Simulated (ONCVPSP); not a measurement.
# Configuration tests for Sr (Z = 38) (ONCV)

* Element: Sr (Z = 38)
* Generator: ONCVPSP 4.0.1
* Type: optimised norm-conserving Vanderbilt (ONCV)
* Functional: PBEsol
* Relativity: scalar-relativistic
* Frozen core: [Ar] 3d10 4s2
* Valence charge: 8
* Reference configuration: 4p6 5s2
* Partial waves: 5s: rc 3.50 bohr, ncon 4, nbas 7, qcut 1.7 1/bohr, 2 projectors, debl 2.5 Ha; 4p: rc 1.55 bohr, ncon 5, nbas 9, qcut 6.4 1/bohr, 2 projectors, debl 1.2 Ha; d scattering state at 0.03 Ha: rc 3.10 bohr, ncon 4, nbas 9, qcut 2.9 1/bohr, 3 projectors, debl 2.3 Ha
* Local potential: polynomial inside 1.25 bohr (lpopt 1, dvloc0 0 Ha)
* Core correction: polynomial model core, fcfact 0.75

In the d channel the program set the typed energies aside and used -0.047, 2.253, 4.553 Ha.

Energies are relative to the spin-unpolarised reference configuration 4p6 5s2; without spin polarisation the order of configurations can differ from experiment.

```csv
valence configuration,charge,ΔE all-electron (eV),error AE − PS (meV)
4p6 5s1,+1,5.896,+0.6
4p6 5s0,+2,16.791,-0.5
4p6 5s1.5,+0.5,2.346,+0.1
4p6 5s0 5p2,0,4.722,-7.7
```

Levels in the configuration 4p6 5s1.5:

| level | all-electron (eV) | pseudo (eV) |
| --- | --- | --- |
| 4p | -25.807 | -25.781 |
| 5s | -5.875 | -5.874 |

Note: ghosts flagged at negative energy: s at -27.6 eV; GHOST(+) flagged for s at 84.0 eV. A true bound ghost makes a file unfit for plane-wave use.
